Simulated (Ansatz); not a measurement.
Reaction (redistribution): `C#C[SiH2]CCl` + `C[Te][SiH](N)F` → `C#C[SiH2][Te]C` + `N[SiH](F)CCl`

Program: Ansatz. Geometries: PBE0-D4/def2-TZVP. ΔE: electronic, gas phase. CBS: MP2 limit from def2 TZ/QZ plus the TZ coupled-cluster correction, frozen cores. Functionals use def2-TZVPP. B3LYP here is the variant with VWN-RPA as its local correlation; programs differ in this. Elements past krypton have def2 core potentials. For Te outer-core shells are correlated without core-valence functions, which leaves a few kJ/mol of doubt a bond. One conformer a species, not always the lowest.

```
             level  ΔE (eV)
          B3LYP-D4    -0.12
            B2PLYP    -0.13
              PBE0    -0.13
    MP2/def2-TZVPP    -0.13
SCS-MP2/def2-TZVPP    -0.13
CCSD(T)/def2-TZVPP    -0.13
SCS-MP2/def2-QZVPP    -0.13
    CCSD/CBS(def2)    -0.13
```

Q: What does CCSD(T)/CBS give? (Best estimate.)

A: The calculation gave: -0.13 eV. The listed levels differ from it by 0.01, 0.00, 0.00, 0.00, 0.00, 0.00, 0.00, 0.00 eV.

Largest T1 diagnostic among the species: 0.011.
